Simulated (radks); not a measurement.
Species: Pr+. Configuration: [Xe] 4f3 6s1. All-electron calculation, Dirac Kohn-Sham, PBE, spin-unpolarised, spherical densities, finite nucleus; open shells are shared between the two j in proportion to 2j + 1; Fermi nuclear charge, rms radius 4.8919 fm. Program: a radial shooting solver on a logarithmic mesh with Libxc functionals.

Normalised radial functions P(r) = r R(r) (large component), r in bohr:

r           5p3/2
0.003924   0.0062
0.006241   0.0142
0.009847   0.0311
0.01554    0.0636
0.02471    0.1184
0.03899    0.1811
0.062      0.1919
0.09783    0.0474
0.1543    -0.2209
0.2455    -0.2286
0.3873     0.2457
0.6111     0.3793
0.9718    -0.3682
1.533     -0.8659
2.439     -0.5333
3.848     -0.1252
6.07      -0.0088
9.655     -0.0001

5p3/2: eigenvalue -26.466 eV, 3 radial nodes at r = 0.107, 0.315, 0.801 bohr, <r> = 1.79 bohr, 90 % of the charge inside 2.62 bohr.
